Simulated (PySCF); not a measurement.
A geometry optimisation, step by step.

CH₃FOSi.
Bonds: O1–C2 (double), C2–Si3, Si3–F4. Hydrogens: H5 on C2; H6, H7 on Si3.

Method: PBE0-D3(BJ)/def2-SVP geometry optimisation, gas phase (PySCF); density fitting, grid level 1; the optimiser is geomeTRIC in internal coordinates, started from a GFN2-xTB structure with every atom displaced at random (about 0.01 Å). The frame can shift and turn from step to step; on so coarse a grid that alone can change the energy by a few meV, and forces under 0.02 eV/Å are noise.

Step 0: E = -13711.3747 eV, largest atomic force 2.649 eV/Å
```
atom  x, y, z in Å  |  force x, y, z in eV/Å
O1      1.950   -0.843   -0.210   -1.779   1.621   0.128
C2      1.114    0.068   -0.172    1.621  -2.094  -0.082
Si3    -0.781   -0.168    0.111    1.350   0.260   0.243
F4     -1.297    1.343    0.069   -0.569   1.123  -0.072
H5      1.463    1.117   -0.316    0.017   0.339  -0.020
H6     -1.040   -0.666    1.449   -0.152  -0.499   0.556
H7     -1.375   -0.880   -0.980   -0.487  -0.750  -0.751
```

Step 1: E = -13711.5250 eV, largest atomic force 0.523 eV/Å
```
atom  x, y, z in Å  |  force x, y, z in eV/Å
O1      1.762   -0.992   -0.170    0.108   0.200  -0.025
C2      1.142    0.044   -0.171   -0.307  -0.262   0.047
Si3    -0.763   -0.072    0.107    0.235   0.466  -0.040
F4     -1.358    1.445    0.063   -0.057  -0.085   0.000
H5      1.640    1.041   -0.332    0.107  -0.078   0.001
H6     -1.023   -0.642    1.449   -0.031  -0.116   0.068
H7     -1.366   -0.853   -0.996   -0.056  -0.124  -0.050
```

Step 2: E = -13711.5260 eV, largest atomic force 0.342 eV/Å
```
atom  x, y, z in Å  |  force x, y, z in eV/Å
O1      1.812   -0.975   -0.176   -0.242  -0.102   0.040
C2      1.134    0.024   -0.169    0.308   0.141  -0.046
Si3    -0.766   -0.058    0.106    0.004  -0.006   0.006
F4     -1.368    1.455    0.060    0.066  -0.102  -0.007
H5      1.630    1.022   -0.326   -0.080   0.102   0.001
H6     -1.032   -0.643    1.447   -0.026  -0.015  -0.001
H7     -1.375   -0.854   -0.991   -0.030  -0.019   0.006
```

Step 3: E = -13711.5323 eV, largest atomic force 0.107 eV/Å
```
atom  x, y, z in Å  |  force x, y, z in eV/Å
O1      1.787   -0.981   -0.172   -0.068  -0.052   0.012
C2      1.137    0.035   -0.170    0.080   0.070  -0.009
Si3    -0.763   -0.059    0.106    0.015   0.040  -0.003
F4     -1.371    1.451    0.060    0.010  -0.048  -0.002
H5      1.640    1.030   -0.328   -0.017   0.023  -0.001
H6     -1.027   -0.647    1.446   -0.010  -0.016  -0.009
H7     -1.370   -0.857   -0.991   -0.010  -0.018   0.011
```

Step 4: E = -13711.5338 eV, largest atomic force 0.038 eV/Å
```
atom  x, y, z in Å  |  force x, y, z in eV/Å
O1      1.769   -0.985   -0.168    0.017  -0.013   0.001
C2      1.139    0.044   -0.170   -0.031   0.022   0.001
Si3    -0.760   -0.056    0.104    0.007   0.022  -0.004
F4     -1.382    1.447    0.059   -0.016  -0.009   0.000
H5      1.651    1.034   -0.328    0.013  -0.016   0.002
H6     -1.022   -0.651    1.442    0.003  -0.003  -0.006
H7     -1.363   -0.863   -0.989    0.007  -0.004   0.006
```

Step 5: E = -13711.5341 eV, largest atomic force 0.032 eV/Å
```
atom  x, y, z in Å  |  force x, y, z in eV/Å
O1      1.764   -0.984   -0.164    0.020  -0.001  -0.001
C2      1.140    0.049   -0.169   -0.031   0.007   0.004
Si3    -0.759   -0.054    0.103    0.002   0.003  -0.003
F4     -1.392    1.444    0.057   -0.017   0.002   0.000
H5      1.657    1.036   -0.327    0.012  -0.014   0.001
H6     -1.019   -0.653    1.439    0.005   0.004  -0.001
H7     -1.357   -0.867   -0.989    0.008   0.000   0.000
```

Step 6: E = -13711.5343 eV, largest atomic force under 0.02 eV/Å
```
atom  x, y, z in Å  |  force x, y, z in eV/Å
O1      1.759   -0.981   -0.158    0.008   0.007   0.001
C2      1.140    0.056   -0.166   -0.010  -0.007   0.002
Si3    -0.759   -0.052    0.101   -0.002  -0.016   0.000
F4     -1.411    1.437    0.053   -0.009   0.007  -0.001
H5      1.665    1.038   -0.325    0.003  -0.002   0.000
H6     -1.014   -0.654    1.436    0.004   0.008   0.004
H7     -1.345   -0.874   -0.991    0.005   0.003  -0.006
```

**Question.** Summarise the path.

**Answer.** The energy falls by 15.40 kJ/mol from step 0 to step 6; nine tenths of that is first reached at step 1. It falls at every step. The largest force goes from 2.649 to under 0.02 eV/Å. Among the bonds Si3–H7 changes most, from 1.432 to 1.487 Å; the atoms move by 0.121 Å rms after alignment.

The cost below is that of the whole optimisation. Hardware: one thread, Arm Neoverse V1 (aarch64) (shared host). Cost: 11 s of wall time, 0.32 GiB resident at most.
